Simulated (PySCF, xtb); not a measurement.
C4H9FSi, SMILES FC1([SiH3])CCC1.

GFN2-xTB in xtb at its own geometry gives an orbital gap of 5.30 eV and a dipole moment of 2.14 D.

The structure is a stationary point at PBE0-D3(BJ)/def2-SVP. The structure was generated by enumeration, and PubChem lists no compound with its InChIKey, so it may never have been made.

**Question.** What does PBE/def2-TZVP in PySCF give? (The exact figures need the calculation; the answer reports its results.)

**Answer.** gap 6.28 eV (levels -6.54 and -0.27 eV), dipole 1.62 D.
